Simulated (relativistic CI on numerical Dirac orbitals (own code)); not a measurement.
A reference radial Dirac CI calculation of Hf+ gave the lowest total energy -15062.34711 Ha in 69 SCF steps, from this input:

```
atom Hf  Z=72  charge=1  electrons=71
nucleus A=180  rms_radius_fm=5.3470
hamiltonian dirac-coulomb  breit=on  qed=on  c_scale=1
orbitals kli  potential=per-configuration
slater_scale 1
correlation none
mixing on
grid step=0.0125 r_max=129.7
scf mixing=0.4 start=green max_iterations=150 tolerance=2e-08 node_fill=0.05
configurations
  [Xe] 4f14 5d 6s2
  [Xe] 4f14 5d2 6s
  [Xe] 4f14 5d3
  [Xe] 4f14 5d 6s 6p
  [Xe] 4f14 5d2 6p
end
```

One setting was then changed (and the iteration limit cut to 62), and the output read:

```
SCF 1: [Xe] 4f14 5d 6s2
 iter      energy (Ha)   residual   last orbital (Ha)
    1    -15061.331667   3.08e+00     -0.83730
    2    -15061.431314   3.08e+00     -0.83635
    3    -15082.092590   1.79e+00     -0.48784
    4    -15087.575601   5.42e-01     -0.54069
    5    -15087.442384   4.73e-01     -0.52629
    6    -15087.364952   4.60e-01     -0.52376
    7    -15087.242049   4.34e-01     -0.51900
    8    -15086.820044   1.12e+00     -0.45837
    9    -15087.708063   7.95e-01     -0.46019
   10    -15087.630761   8.33e-01     -0.45941
   11    -15088.078293   5.73e-01     -0.47761
   12    -15088.450118   2.15e-01     -0.64253
   13    -15088.463468   1.78e-01     -0.63166
   14    -15088.468121   1.64e-01     -0.63019
   15    -15088.436931   2.43e-01     -0.64172
   16    -15088.449180   2.18e-01     -0.64172
   17    -15088.459663   6.67e-02     -0.60121
   18    -15088.477893   2.62e-02     -0.60960
   19    -15088.477039   2.67e-02     -0.60892
   20    -15088.477339   2.72e-02     -0.60855
   21    -15088.480102   1.51e-02     -0.60689
   22    -15088.482039   2.19e-03     -0.60825
   23    -15088.482073   2.10e-03     -0.60823
   24    -15088.482047   2.21e-03     -0.60832
   25    -15088.481905   1.56e-03     -0.60871
   26    -15088.482197   2.37e-04     -0.60908
   27    -15088.482201   2.38e-04     -0.60908
   28    -15088.482204   1.62e-04     -0.60907
   29    -15088.482193   6.04e-05     -0.60897
   30    -15088.482193   6.02e-05     -0.60897
   31    -15088.482193   6.11e-05     -0.60897
   32    -15088.482193   6.18e-05     -0.60897
   33    -15088.482193   6.43e-05     -0.60897
   34    -15088.482194   6.45e-05     -0.60897
   35    -15088.482196   6.04e-05     -0.60897
   36    -15088.482196   5.92e-05     -0.60897
   37    -15088.482199   5.12e-05     -0.60897
   38    -15088.482204   4.05e-05     -0.60898
   39    -15088.482207   2.79e-05     -0.60898
   40    -15088.482213   1.54e-06     -0.60897
   41    -15088.482213   1.46e-06     -0.60897
   42    -15088.482213   1.41e-06     -0.60897
   43    -15088.482213   1.20e-06     -0.60897
   44    -15088.482213   8.06e-07     -0.60897
   45    -15088.482213   8.01e-07     -0.60897
   46    -15088.482213   8.00e-07     -0.60897
   47    -15088.482213   8.09e-07     -0.60897
   48    -15088.482213   8.24e-07     -0.60897
   49    -15088.482213   8.16e-07     -0.60897
   50    -15088.482213   1.34e-06     -0.60897
   51    -15088.482213   1.35e-06     -0.60897
   52    -15088.482213   8.25e-07     -0.60897
   53    -15088.482213   8.21e-07     -0.60897
   54    -15088.482213   3.94e-07     -0.60897
   55    -15088.482213   2.97e-07     -0.60897
   56    -15088.482213   2.93e-07     -0.60897
   57    -15088.482213   3.43e-07     -0.60897
   58    -15088.482213   4.29e-07     -0.60897
   59    -15088.482213   4.21e-07     -0.60897
   60    -15088.482213   3.50e-07     -0.60897
   61    -15088.482213   1.32e-07     -0.60897
   62    -15088.482213   1.47e-07     -0.60897
error: SCF of 1s2 2s2 2p6 3s2 3p6 3d10 4s2 4p6 4d10 4f14 5s2 5p6 5d 6s2 did not converge
end: not converged
```

Question: Which setting was changed?
A. speed of light
B. QED terms
C. node fill of the KLI weights
D. SCF mixing

Answer: D. The SCF mixing 0.001. This setting is bad on purpose; its numbers may not be properties of the ion.
